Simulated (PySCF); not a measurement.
How methods differ on the excitation energy of Be

Be [He] 2s2 (1S) → Be [He] 2p2 (3P), as a difference of total energies. All numbers are calculated (PySCF 2.14, no relativity, point nucleus, in dyall-av2z). Correlated levels: valence: 1s2 frozen; virtual orbitals above 40 to 60 times the deepest correlated orbital energy dropped. The calculations carry no spin-orbit coupling.

Question: Order these methods by the excitation energy they give, lowest first.
A. CCSD (valence)
B. MP2 (valence)
C. SCS-MP2 (valence)
D. UHF

Answer: D (6.436 eV), B (7.038 eV), C (7.288 eV), A (7.442 eV).

Errors of the correlated levels include the incompleteness of this basis and the frozen core.

With two correlated electrons CCSD is exact in that space.

For comparison: 7.401 eV (measured; NIST levels, between the centres of gravity of the two terms).
